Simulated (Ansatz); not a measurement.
Reaction (ligand exchange at a B–Cl bond): `FB(Cl)Cl` + NH₃ → `NB(F)Cl` + HCl

Calculated with Ansatz (gas phase, PBE0-D4/def2-TZVP geometries, no zero-point term in ΔE). CCSD(T)/CBS is the MP2 limit (def2-TZVPP, def2-QZVPP) plus CCSD(T) − MP2 in def2-TZVPP, frozen cores. This one scheme is used for every species. Functionals use def2-TZVPP. B3LYP here is the variant with VWN-RPA as its local correlation; programs differ in this. HSE06 is defined as in plane-wave codes. One conformer a species, not always the lowest.

Q: Is it downhill or uphill in electronic energy at CCSD(T)/CBS, and by how much? (Estimate.)

A: Ansatz gave: Downhill: ΔE = -10.3 kcal/mol.

Q: What do these levels give: revPBE-D4, B97M-V, PBE0-D4, B3LYP-D4, ωB97M-V, BLYP, B3LYP, HSE06, RPA@PBE/def2-TZVPP, HF/def2-TZVPP, MP2/CBS(def2), CCSD/CBS(def2)? (Estimate.)

A: Ansatz gave: revPBE-D4 -8.7, B97M-V -9.1, PBE0-D4 -10.2, B3LYP-D4 -10.8, ωB97M-V -10.5, BLYP -10.0, B3LYP -11.0, HSE06 -10.2, RPA@PBE/def2-TZVPP -9.9, HF/def2-TZVPP -12.6, MP2/CBS(def2) -9.6, CCSD/CBS(def2) -11.0 kcal/mol.

Largest T1 diagnostic among the species: 0.012.

From r2SCAN to r2SCAN0 (25 % exact exchange), in def2-TZVPP and without D4, ΔE moves by −0.8 kcal/mol. In def2-TZVPP, CCSD(T) changes the Hartree–Fock value by +2.2 kcal/mol (the triples alone add +0.7 kcal/mol) and MP2 by +3.0 kcal/mol.
